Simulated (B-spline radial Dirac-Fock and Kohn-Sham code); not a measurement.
## Elastic scattering of 9.65 keV electrons by the Rh atom

Calculated with a radial B-spline solver, using relativistic (Dirac) partial waves in the static field of the Dirac-Fock atom with Furness-McCarthy exchange, without polarisation or absorption potentials.

| θ (°) | dσ/dΩ (a₀²/sr) | Sherman function |
| --- | --- | --- |
| 0 | 220 | 0.000 |
| 10 | 2.58 | 0.000 |
| 20 | 0.304 | 0.001 |
| 30 | 0.0884 | 0.007 |
| 40 | 0.0381 | 0.014 |
| 50 | 0.0197 | 0.015 |
| 60 | 0.0117 | 0.005 |
| 70 | 0.00778 | -0.015 |
| 80 | 0.00562 | -0.041 |
| 90 | 0.00435 | -0.066 |
| 100 | 0.00357 | -0.086 |
| 110 | 0.00305 | -0.097 |
| 120 | 0.00271 | -0.098 |
| 130 | 0.00248 | -0.092 |
| 140 | 0.00232 | -0.080 |
| 150 | 0.00221 | -0.063 |
| 160 | 0.00214 | -0.043 |
| 170 | 0.00210 | -0.022 |
| 180 | 0.00209 | 0.000 |

The total elastic cross section is 2.35 a₀², the first transport cross section 0.0790 a₀² and the second, weighted with (3/2) sin²θ, 0.152 a₀². The mean deflection is ⟨1 − cos θ⟩ = 0.0337, and 0.77 % of the collisions scatter beyond 90°.

Phase shifts modulo π (rad) for κ = −1 to −5: 1.318, 0.094, -0.691, -1.209, -1.569.
